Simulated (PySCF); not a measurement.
# Circular dichroism: `C[C@@H]1C[P@]1(=O)C1CC1`, C₆H₁₁OP

Cartesian coordinates in Å; atom numbers follow the order of the lines, from 1:
```xyz
19

C     2.148   -1.012   -0.570
C     1.669    0.416   -0.548
C     1.486    1.096    0.852
P    -0.012    0.979   -0.159
O    -0.620    2.147   -0.808
C    -1.127   -0.343    0.387
C    -2.260   -0.645   -0.552
C    -2.526    0.090    0.715
H     1.629   -1.607    0.178
H     3.216   -1.048   -0.355
H     1.980   -1.462   -1.546
H     2.173    1.054   -1.269
H     1.947    2.067    0.977
H     1.632    0.444    1.701
H    -0.677   -1.147    0.949
H    -2.585   -1.671   -0.646
H    -2.301   -0.079   -1.472
H    -2.745    1.145    0.640
H    -3.038   -0.416    1.520
```

Computed, not measured: TDDFT B3LYP/def2-SVPD circular dichroism and optical rotation, one conformer, gas phase (PySCF 2.14.0). Geometry: GFN2-xTB.

The molecule is flexible and this is one conformer; a measurement averages over conformers. States above about 6.6 eV (minus the energy of the highest occupied orbital) lie near or above the ionisation threshold and depend on the basis.

Problem. What are the CIP labels of the stereocentres?

Solution. C2 R, P4 S.

Problem. Which excitations and rotatory strengths does the calculation give?

Solution. Rotatory strengths R in 10⁻⁴⁰ esu² cm², velocity form and length form (origin at the centre of mass); f in length form.
```csv
state,E (eV),λ (nm),f,R (velocity),R (length),main
1,5.95,208,0.005,+13.4,+12.8,"HOMO→LUMO 0.84, HOMO→LUMO+3 0.10"
2,6.25,198,0.004,-8.4,-9.4,HOMO→LUMO+1 0.84
3,6.46,192,0.007,-16.1,-15.3,"HOMO→LUMO+3 0.71, HOMO→LUMO+2 0.12"
4,6.62,187,0.056,+6.1,+6.1,"HOMO→LUMO+2 0.80, HOMO→LUMO+3 0.14"
5,6.89,180,0.026,+32.3,+32.5,HOMO−1→LUMO 0.80
6,7.09,175,0.001,+3.3,+2.6,HOMO→LUMO+4 0.86
7,7.16,173,0.001,+4.8,+3.2,"HOMO−1→LUMO+1 0.82, HOMO−1→LUMO 0.10"
8,7.28,170,0.026,+0.6,+0.6,"HOMO→LUMO+5 0.55, HOMO−1→LUMO+3 0.28"
```

Among the states computed, the strongest CD band (largest |R|) is state 5. The largest dissymmetry factor in size, g = 4R/(D+G), with D and G the electric and magnetic dipole strengths, is +0.035 for state 7 (velocity form, f = 0.001), among bands with |R| over 0.5. The mirror image has the same energies and oscillator strengths and all R with the opposite sign.
